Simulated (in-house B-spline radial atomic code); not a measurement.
A fraction x of an electron is removed from 4d in the indium ion In⁴⁺, starting from [Kr] 4d9 and keeping the highest spin. Method: scalar-relativistic (X2C) TPSSh, spin-polarised, spherical fractional occupations, Fermi nucleus of rms radius 4.6156 fm. Calculated with an all-electron radial atomic-structure program (B-spline basis).

Caution: exact exchange at fractional occupations of open shells leaves self-interaction of up to several eV.

| x | E(x) - E(0) (eV) | 4d down level (eV) |
| --- | --- | --- |
| 0 | 0.0000 | -65.224 |
| 0.05 | 3.2824 | -66.071 |
| 0.18 | 12.0153 | -68.285 |
| 0.27 | 18.2303 | -69.827 |
| 0.46 | 31.8086 | -73.108 |
| 0.5 | 34.7468 | -73.803 |
| 0.7 | 49.8566 | -77.301 |
| 0.86 | 62.4504 | -80.125 |
| 0.88 | 64.0564 | -80.479 |
| 1 | 73.8418 | -82.614 |

The exact functional would give a straight line between the two integer points. Deviations E(x) - E(0) - x[E(1) - E(0)], in eV: -0.41 at x = 0.05, -1.276 at x = 0.18, -1.707 at x = 0.27, -2.159 at x = 0.46, -2.174 at x = 0.5, -1.833 at x = 0.7, -1.054 at x = 0.86, -0.924 at x = 0.88.

The curve lies below the straight line by up to 2.174 eV (at x = 0.5): convex, the delocalisation error, to which spherically averaged exact exchange adds.

(1) How well does Slater's transition state (minus the level at half occupation) give the ionisation energy?

## Answers

(1) It gives 73.803 eV against 73.842 eV from the two total energies; NIST lists 69.30 eV, ground level to ground level. The end point has an open shell averaged over its orbitals, so its exact exchange keeps a self-interaction and this is no true integer point.
